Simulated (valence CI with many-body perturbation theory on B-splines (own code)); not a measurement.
# Ni21+: electric-dipole lines

Computed by configuration interaction combined with many-body perturbation theory (CI+MBPT): five valence electrons over a frozen Dirac-Fock core [He], a basis of 9 s, 9 p, 8 d, 6 f, 3 g, 1 h functions for each j, with the one-electron correlation potential Σ1, the two-electron term Σ2, the three-electron term Σ3, Breit, model QED; selected CI, second order for the rest (own B-spline code, finite nucleus).

No measured spectrum was set against this ion. As an estimate, levels of excited configurations hold to 0.05 to 0.15 % of their energy, terms of the ground configuration to about 0.5 %. Among the levels kept, up to 2100 cm⁻¹ of a level comes from second order outside the variational space, and about a tenth of that is noise between levels of different J, which matters for small intervals.

Lines 201 to 250 of 283 in falling wavelength, among levels below 86.952 Ry, chosen from the strongest by gf and those to the six lowest levels. Wavelengths and rates use the calculated energies, so an error of 800 cm⁻¹ moves a line at 11.17 Å by 0.0089 % and its rate by three times that or more. Electric multipoles are in the length gauge, E1 and E2 with the static RPA response of the core. Weak lines are less certain than strong ones. Lines between different terms over intervals too small for the method are left out, as are lines whose strength nearly cancels. Where a level lies close to another of its J and parity, the split of strength between their lines is uncertain. The highest levels of a list are the least certain.

Names give the largest LS component (configuration and term), which can be under half, so a name can repeat, a term be missing and a line seem to break the LS rules; names also repeat where a configuration has a term twice. Letters in brackets count levels of one name in rising energy.

```csv
λ vac (Å),Upper,Lower,A (s⁻¹),S (a.u.) with core polarisation,S without
11.17,2s 2p3 3p 6P_5/2,2s2 2p3 2P°_3/2,1.20e+10,4.97e-05,4.97e-05
11.16,2s2 2p2 3d 2P_3/2 [a],2s2 2p3 2D°_5/2,1.00e+12,2.75e-03,2.75e-03
11.15,2s2 2p2 3d 4F_7/2,2s2 2p3 2D°_5/2,5.31e+11,2.91e-03,2.91e-03
11.15,2s2 2p2 3d 4P_3/2,2s2 2p3 2P°_1/2,5.50e+10,1.51e-04,1.51e-04
11.15,2s2 2p2 3d 4F_5/2 [b],2s2 2p3 2D°_5/2,8.72e+10,3.58e-04,3.59e-04
11.14,2s2 2p2 3d 4P_1/2,2s2 2p3 2P°_1/2,2.37e+12,3.24e-03,3.24e-03
11.13,2s2 2p2 3d 2P_1/2 [a],2s2 2p3 2P°_1/2,1.10e+13,1.50e-02,1.51e-02
11.11,2s2 2p2 3d 4D_3/2,2s2 2p3 2D°_5/2,1.60e+11,4.34e-04,4.34e-04
11.11,2s2 2p2 3d 2F_7/2 [a],2s2 2p3 2D°_5/2,1.38e+10,7.47e-05,7.49e-05
11.10,2s2 2p2 3d 2F_5/2,2s2 2p3 2D°_5/2,8.65e+11,3.51e-03,3.51e-03
11.10,2s2 2p2 3d 2P_3/2 [a],2s2 2p3 2D°_3/2,3.89e+11,1.05e-03,1.05e-03
11.10,2s2 2p2 3d 2D_3/2 [a],2s2 2p3 2P°_1/2,1.49e+13,4.02e-02,4.03e-02
11.09,2s2 2p2 3d 2D_3/2 [b],2s2 2p3 2P°_3/2,6.09e+11,1.64e-03,1.64e-03
11.09,2s2 2p2 3d 2D_5/2 [b],2s2 2p3 2P°_3/2,1.06e+12,4.26e-03,4.27e-03
11.08,2s2 2p2 3d 4F_5/2 [b],2s2 2p3 2D°_3/2,1.41e+11,5.69e-04,5.70e-04
11.08,2s2 2p2 3d 4D_1/2,2s2 2p3 2D°_3/2,5.29e+11,7.11e-04,7.12e-04
11.07,2s2 2p2 3d 2P_1/2 [b],2s2 2p3 2P°_3/2,1.34e+11,1.80e-04,1.80e-04
11.06,2s 2p3 3p 6P_3/2,2s2 2p3 2P°_1/2,1.70e+10,4.54e-05,4.54e-05
11.05,2s2 2p2 3d 4D_5/2,2s2 2p3 2D°_5/2,4.36e+12,1.74e-02,1.75e-02
11.05,2s 2p3 3p 4P_3/2,2s2 2p3 2P°_3/2,2.04e+10,5.44e-05,5.43e-05
11.05,2s 2p3 3p 4P_5/2,2s2 2p3 2P°_3/2,1.70e+11,6.80e-04,6.82e-04
11.04,2s2 2p2 3d 4D_3/2,2s2 2p3 2D°_3/2,7.10e+12,1.89e-02,1.89e-02
11.04,2s2 2p2 3d 2F_5/2,2s2 2p3 2D°_3/2,5.00e+12,1.99e-02,1.99e-02
11.04,2s2 2p2 3d 4P_3/2,2s2 2p3 2D°_5/2,1.75e+12,4.64e-03,4.64e-03
11.03,2s2 2p2 3d 4F_3/2,2s2 2p3 4S°_3/2,1.60e+12,4.24e-03,4.25e-03
11.02,2s2 2p2 3d 2S_1/2,2s2 2p3 2P°_3/2,1.26e+13,1.66e-02,1.66e-02
11.01,2s2 2p2 3d 2P_3/2 [b],2s2 2p3 2P°_3/2,2.14e+13,5.64e-02,5.65e-02
11.01,2s2 2p2 3d 2D_5/2 [c],2s2 2p3 2P°_3/2,2.29e+13,9.05e-02,9.06e-02
11.00,2s2 2p2 3d 2F_7/2 [b],2s2 2p3 2D°_5/2,1.45e+13,7.61e-02,7.62e-02
11.00,2s2 2p2 3d 4F_5/2 [a],2s2 2p3 4S°_3/2,5.88e+12,2.31e-02,2.32e-02
10.99,2s2 2p2 3d 4D_5/2,2s2 2p3 2D°_3/2,3.89e+10,1.53e-04,1.53e-04
10.98,2s2 2p2 3d 2D_5/2 [a],2s2 2p3 2D°_5/2,5.91e+12,2.32e-02,2.32e-02
10.98,2s2 2p2 3d 2D_3/2 [a],2s2 2p3 2D°_5/2,1.29e+12,3.38e-03,3.39e-03
10.97,2s2 2p2 3d 4P_3/2,2s2 2p3 2D°_3/2,1.17e+11,3.06e-04,3.07e-04
10.97,2s2 2p2 3d 2D_3/2 [b],2s2 2p3 2P°_1/2,2.70e+12,7.04e-03,7.05e-03
10.97,2s2 2p2 3d 4P_1/2,2s2 2p3 2D°_3/2,2.83e+11,3.69e-04,3.69e-04
10.96,2s2 2p2 3d 2P_1/2 [b],2s2 2p3 2P°_1/2,7.43e+12,9.65e-03,9.66e-03
10.94,2s 2p3 3p 6P_3/2,2s2 2p3 2D°_5/2,2.00e+10,5.17e-05,5.17e-05
10.93,2s 2p3 3p 6P_5/2,2s2 2p3 2D°_5/2,1.68e+10,6.49e-05,6.50e-05
10.92,2s2 2p2 3d 2D_5/2 [a],2s2 2p3 2D°_3/2,2.52e+13,9.73e-02,9.74e-02
10.92,2s2 2p2 3d 2D_3/2 [a],2s2 2p3 2D°_3/2,7.23e+10,1.86e-04,1.86e-04
10.90,2s2 2p2 3d 2P_3/2 [a],2s2 2p3 4S°_3/2,3.42e+12,8.77e-03,8.78e-03
10.90,2s2 2p2 3d 2F_7/2 [c],2s2 2p3 2D°_5/2,2.09e+12,1.07e-02,1.07e-02
10.90,2s2 2p2 3d 2S_1/2,2s2 2p3 2P°_1/2,1.03e+12,1.32e-03,1.32e-03
10.90,2s 2p3 3p 6P_7/2,2s2 2p3 2D°_5/2,4.72e+11,2.41e-03,2.42e-03
10.90,2s2 2p2 3d 2P_3/2 [b],2s2 2p3 2P°_1/2,2.06e+12,5.26e-03,5.27e-03
10.89,2s2 2p2 3d 4F_5/2 [b],2s2 2p3 4S°_3/2,4.04e+12,1.55e-02,1.55e-02
10.89,2s2 2p2 3d 4D_1/2,2s2 2p3 4S°_3/2,9.81e+11,1.25e-03,1.25e-03
10.88,2s 2p3 3p 6P_3/2,2s2 2p3 2D°_3/2,4.22e+10,1.07e-04,1.07e-04
10.87,2s 2p3 3p 6P_5/2,2s2 2p3 2D°_3/2,3.39e+11,1.29e-03,1.29e-03
```
